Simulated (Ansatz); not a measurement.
The first iterations of a band of AlFH6O2Si (11 atoms, charge 0, multiplicity 1).

All numbers below come from Ansatz 0.2.0, RKS PBE-D4/def2-SVP.

* movable images: 7
* climbing image: yes
* spring: 0.1 eV/Å²
* optimiser: quadratic models (default)
* start path: through a guess of the saddle point
* force threshold: 0.05 eV/Å
* iteration limit: 60
* end points: relaxed

Image 0:

```xyz
11
Properties=species:S:1:pos:R:3
Al -0.059 0.747 -0.070
O -1.003 0.895 1.565
Si -0.738 -0.623 2.521
H -1.588 -1.803 2.166
H 0.624 -0.900 3.091
H -1.467 -0.029 3.725
O 0.179 -0.900 0.638
H 1.015 -1.395 0.649
H -0.999 0.923 -1.332
F 1.335 1.695 0.009
H -1.523 1.596 1.999
```

Image 8:

```xyz
11
Properties=species:S:1:pos:R:3
Al -0.004 0.778 -0.044
O -0.959 0.914 1.587
Si -0.699 -0.606 2.544
H -1.428 -1.845 2.109
H 0.612 -0.795 3.244
H -1.596 -0.082 3.665
O 0.387 -0.788 0.760
H 0.562 -1.669 0.391
H -0.920 0.761 -1.339
F 1.249 1.906 -0.001
H -1.428 1.634 2.045
```

| iteration | highest image above the first end (eV) | largest band force component (eV/Å) |
| --- | --- | --- |
| 1 | 12.681 | 43.167 |
| 2 | 3.012 | 12.202 |
| 3 | 1.327 | 6.737 |
| 4 | 0.714 | 2.478 |
| 5 | 0.678 | 0.944 |
| 6 | 0.537 | 1.892 |
| 7 | 0.463 | 0.983 |
| 8 | 0.422 | 0.513 |
| 9 | 0.385 | 0.674 |
| 10 | 0.365 | 0.324 |
| 11 | 0.353 | 0.398 |
| 12 | 0.348 | 0.183 |
| 13 | 0.347 | 0.240 |
| 14 | 0.347 | 0.137 |
| 15 | 0.350 | 0.141 |
| 16 | 0.351 | 0.114 |
| 17 | 0.350 | 0.114 |
| 18 | 0.349 | 0.109 |
| 19 | 0.348 | 0.107 |
| 20 | 0.344 | 0.106 |

Q: Does the band converge within its limit, and where does its top end?

A: The run ended unconverged. It ended after 60 iterations with the highest image 0.090 eV above the first end. The band didn't meet its force threshold, so its energies are provisional: the largest band force was still 0.14 eV/Å, and over the last iterations the top stayed at 0.09 eV.

The run took 12 min on 2 threads of Arm Neoverse V2, with other jobs on the host, peak memory 0.15 GiB.
